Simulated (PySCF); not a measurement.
Te(F)(SMe) (CH₃FSTe), SMILES CS[Te]F.

Geometry: B3LYP-D3(BJ)/def2-SVP. The def2 effective core potentials stand for the cores of Te; spin–orbit coupling is left out. Other conformers were not sampled.

These are CAM-B3LYP/def2-TZVP (PySCF) values and carry that method's errors.

Gas-phase values at a fixed geometry.

| Property | Result |
|---|---|
| total energy | -806.02123 hartree |
| highest occupied level | -7.86 eV |
| lowest empty level | -1.21 eV |
| orbital gap | 6.65 eV |
| dipole moment | 3.02 D |
| quadrupole, principal values (traceless, Buckingham form, about the centre of nuclear charge) | -7.54, -2.46, 10.00 D·Å |
| mean static polarisability | 68.1 bohr³ (10.09 Å³) |
| polarisability, principal values | 52.8, 56.6, 95.0 bohr³ |
